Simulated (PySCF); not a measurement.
Correlation energy of Co (cobalt, neutral)

[Ar] 3d7 4s2, high-spin 4F determinant. All numbers are calculated (PySCF 2.14, the non-relativistic Hamiltonian (point nucleus), in aug-cc-pVQZ). Frozen: [Ar]; 9 electrons correlated.

MP2 pair energies summed by pair of shells (mhartree):

```tsv
pair	energy	share (%)
3d-3d	-207.57	76.2
3d-4s	-41.50	15.2
4s-4s	-23.45	8.6
```

Total MP2 correlation energy: -272.51 mhartree.

Same-spin part -104.46 and opposite-spin part -168.05 mhartree; SCS-MP2 scales them by 1/3 and 6/5 to -236.48 mhartree.
